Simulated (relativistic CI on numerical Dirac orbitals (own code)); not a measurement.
**The spin-orbit constant of Cr2+ from its measured fine structure**

Problem. The ground term 5D of Cr2+ (3p6 3d4) has the measured levels J = 0: 0.0, J = 1: 62.2, J = 2: 183.2, J = 3: 356.6, J = 4: 576.1 cm⁻¹ (Sugar and Corliss, J. Phys. Chem. Ref. Data 6, 317 (1977)). Test the interval rule and estimate ζ(3d).

Working.
1. In LS coupling E(J) − E(J − 1) = AJ. The intervals give A = 62.2 (J = 1), 60.5 (J = 2), 57.8 (J = 3), 54.9 (J = 4) cm⁻¹.
2. These values spread by 13 % of their mean, from second-order spin-orbit mixing with other terms and from spin-spin terms.
3. The whole width divided by the sum of the upper J values gives a mean A = 57.6 cm⁻¹.
4. For the Hund term of a shell that is less than half full, A = +ζ/2S with 2S = 4, so ζ = 230 cm⁻¹.

Check. The value calculated from Dirac-Coulomb-Breit radial functions of this configuration is ζ = 221 cm⁻¹, 4 % below the estimate from measurement. The same recipe applied to the calculated levels returns 210 cm⁻¹, which shows the bias of the recipe itself. Where the interval rule fails, the estimate is only rough.
